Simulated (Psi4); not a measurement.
# GeSiH4ClF (SMILES F[SiH](Cl)[GeH3]): the HOMO–LUMO gap, rung by rung

GeSiH4ClF: 8 atoms, total charge 0, spin state singlet. As SMILES, `F[SiH](Cl)[GeH3]`. The shape was relaxed beforehand at PBE0/def2-TZVP.

Quantity: the HOMO–LUMO gap, in eV. The values are calculated.

```json
{"level": "PBE-D4/def2-TZVPP (density fitting)", "kind": "GGA", "program": "Psi4", "value (eV)": "5.86"}
{"level": "r2SCAN-D4/def2-TZVPP (density fitting)", "kind": "meta-GGA", "program": "Psi4", "value (eV)": "6.45"}
{"level": "B3LYP-D4/def2-TZVPP (density fitting)", "kind": "global hybrid", "program": "Psi4", "value (eV)": "7.53"}
{"level": "PBE0-D4/def2-TZVPP (density fitting)", "kind": "global hybrid", "program": "Psi4", "value (eV)": "7.90"}
{"level": "wB97M-V/def2-TZVPP (density fitting)", "kind": "range-separated hybrid", "program": "Psi4", "value (eV)": "11.81"}
```

All-electron rows without a relativistic Hamiltonian named are non-relativistic. The values span 5.86 to 11.81 eV. Orbital gaps aren't excitation energies; they tend to grow with the share of exact exchange.
